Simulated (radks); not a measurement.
Q: Neutral technetium, [Kr] 4d5 5s2. Method: non-relativistic Kohn-Sham, PBE, spin-polarised, spherical densities, point nucleus; computed with a radial shooting solver on a logarithmic mesh with Libxc functionals. Every spin shell is full or empty, so the densities are truly spherical. Functionals are evaluated on that one density, not self-consistently. Rank these exchange functionals by their error against the exact value of the orbitals, and give that value: LDA, PBE, revPBE, PW91, PW86, WC, SOGGA, EV93, revTPSS, r2SCAN.

A: Exact: -124.292 hartree. From best to worst, with 100 (|E| - |E exact|)/|E exact| (equal figures are ties): PW91 +0.03, r2SCAN -0.06, PW86 -0.07, EV93 -0.16, revPBE -0.24, PBE -0.40, revTPSS -0.86, WC -0.89, SOGGA -2.38, LDA -5.15.
